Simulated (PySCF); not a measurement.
**Which determinant of InS lies lowest?**

Unrestricted PBE0; basis In x2c-SVPall, S x2c-SVPall; spin-free X2C with a Gaussian nucleus; PySCF 2.14. Outer shells of the fragments: In 4d10 5s2 5p1; S 3s2 3p4.

Followed along the bond (rough minima from three points):

```json
{"2Ms+1": "2", "unpaired": "σ ↑", "⟨S²⟩ at the start": "0.76", "R at minimum (Å)": "2.28", "Te (eV)": "0.00"}
{"2Ms+1": "2", "unpaired": "π ↑", "⟨S²⟩ at the start": "0.75", "R at minimum (Å)": "2.52", "Te (eV)": "0.02"}
{"2Ms+1": "4", "unpaired": "σ ↑, π ↑↑", "⟨S²⟩ at the start": "3.76", "R at minimum (Å)": "2.56", "Te (eV)": "2.70"}
```

Solutions found at the starting distance of 2.375 Å, counted from the lowest of them; the search is not exhaustive and high or unbound solutions are not listed, so other states can lie among these:

```tsv
2Ms+1	unpaired	term	E (eV)	⟨S²⟩	⟨Lz²⟩	μ (D)
2	σ ↑	²Σ⁺	0.00	0.76	0.00	-4.13
2	π ↑	²Π	0.07	0.75	1.01	-1.65
4	σ ↑, π ↑↑	mixed	2.75	3.76	2.01	-0.75
4	σ ↑, π ↑↑	mixed	2.95	3.76	2.01	-0.78
2	σ ↑, π ↑↓	mixed	3.14	1.76	2.01	-0.95
4	π ↑↑↑	⁴Π	4.29	3.76	1.00	3.82
4	σ ↑↑, π ↑	⁴Π	5.18	3.75	1.01	0.22
4	σ ↑↑, π ↑	⁴Π	5.68	3.76	1.00	-2.70
4	σ ↑↑↑	⁴Σ⁺	8.24	3.77	0.00	-1.48
```

A term symbol is given only where ⟨S²⟩ and ⟨Lz²⟩ are close to those of a pure state; real π, δ and φ orbitals otherwise mix terms. A positive dipole means In(−)S(+).

Compare the gap between the two lowest followed solutions at the starting distance with the gap between their minima.

At PBE0 the second solution (doublet, unpaired electrons π ↑) lies +0.07 eV from the first (doublet, unpaired electrons σ ↑) at 2.375 Å and +0.02 eV at the minima; the two curves relax by different amounts, since their minima lie near 2.52 and 2.28 Å. A gap this small is a tie at this level.

Spin–orbit coupling is left out. Counting both spins, an empty level lies below a filled one in some of these solutions, because spin and occupation are held.
